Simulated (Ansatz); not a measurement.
Isomers of Sn$_{18}$H$_{28}$ (singlet), relaxed with PBE-D4/def2-SVP; total energies from Ansatz at PBE0-D4/def2-TZVP.

```tsv
isomer	description	energy (Eh)
A	point group not assigned; 22 × Sn–Sn 2.81 to 2.84 Å; 28 × H–Sn 1.73 to 1.75 Å	-3874.78133
B	point group D2d; 22 × Sn–Sn 2.82 to 2.85 Å; 28 × H–Sn 1.74 Å	-3874.76670
C	point group D2; 22 × Sn–Sn 2.81 to 2.86 Å; 28 × H–Sn 1.73 to 1.75 Å	-3874.76434
```

In the def2 sets Sn takes a core potential; there is no spin–orbit coupling. Single mean-field runs in def2-TZVP are fitted with def2-universal-jkfit.

Problem. Work out the relative energies (1 Eh = 2625.5 kJ/mol) and the Boltzmann populations at 500 K from electronic energies alone (R = 8.314 J/mol/K).

Solution. ΔE: A 0.0, B 38.4, C 44.6 kJ/mol. RT = 4.16 kJ/mol. Factors exp(−ΔE/RT): A 1, B 9.8e-05, C 2.21e-05; sum 1.000. Populations: A 100.0 %, B 0.0 %, C 0.0 %. Zero-point energy, vibrational entropy and symmetry numbers are left out and can shift these; an error of 4 kJ/mol changes a ratio by a factor of 2.6. Over the other density-functional and correlated levels in def2 sets, the gap between A and B ranges from 34 to 46 kJ/mol.
